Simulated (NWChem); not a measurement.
Isomers of C2H6F2Si, each optimised at PBE0/def2-SVP with NWChem, gas phase unless a solvent is named. Flexible species stand in one conformer each, which need not be the lowest.  Relative energies count from the lowest isomer at each level and are electronic, without zero-point energy, on those geometries.

A: C(C[SiH3])(F)F
B: FC[SiH2]CF
C: CC[SiH](F)F
D: F[Si@@H](C)CF

Q: Which isomer is lowest, and do the levels agree? Levels: PBE0/def2-SVP; PBE/def2-TZVP; B3LYP/def2-TZVP; PBE0/def2-TZVP; r2SCAN/def2-TZVP; TPSSh/def2-TZVP; BLYP/def2-TZVP.

A: All put C lowest.
```csv
quantity,A,B,C,D
"relative energy, PBE0/def2-SVP (kcal/mol)",81.3,100.6,0.0,46.7
"relative energy, PBE/def2-TZVP (kcal/mol)",91.0,105.0,0.0,48.0
"relative energy, B3LYP/def2-TZVP (kcal/mol)",95.1,108.6,0.0,49.8
"relative energy, PBE0/def2-TZVP (kcal/mol)",92.5,107.8,0.0,49.4
"relative energy, r2SCAN/def2-TZVP (kcal/mol)",95.0,111.0,0.0,50.3
"relative energy, TPSSh/def2-TZVP (kcal/mol)",90.2,104.3,0.0,48.2
"relative energy, BLYP/def2-TZVP (kcal/mol)",94.1,106.2,0.0,48.5
```
